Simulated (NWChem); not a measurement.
Species: CH5NTe; SMILES N[Te]C

```xyz
8

Te     0.3691     0.0390     0.0000
C     -0.9421    -1.6795     0.0000
H     -1.5668    -1.6864    -0.9029
H     -1.5668    -1.6864     0.9029
H     -0.2991    -2.5722     0.0000
N     -0.9916     1.5618     0.0000
H     -1.5831     1.5306     0.8281
H     -1.5831     1.5306    -0.8281
```
Atoms are numbered in this order, from 1.

All runs: NWChem. All runs use the structure optimised with PBE0/def2-SVP. def2 effective core potentials on Te; no spin-orbit coupling. B3LYP is NWChem's, with the RPA form of VWN correlation. Total energies compare along this basis series because the functional is fixed.

| level | basis functions | energy (Ha) | highest occupied level (eV) | orbital gap (eV) | dipole (D) |
|---|---|---|---|---|---|
| B3LYP/def2-SVP | 79 | -363.8775 | -5.53 | 4.91 | 2.00 |
| B3LYP/def2-SVPD | 115 | -363.8924 | -5.69 | 4.59 | 2.00 |
| B3LYP/def2-TZVP | 142 | -364.0127 | -5.69 | 4.70 | 2.04 |
| B3LYP/def2-TZVPP | 182 | -364.0159 | -5.69 | 4.70 | 1.99 |
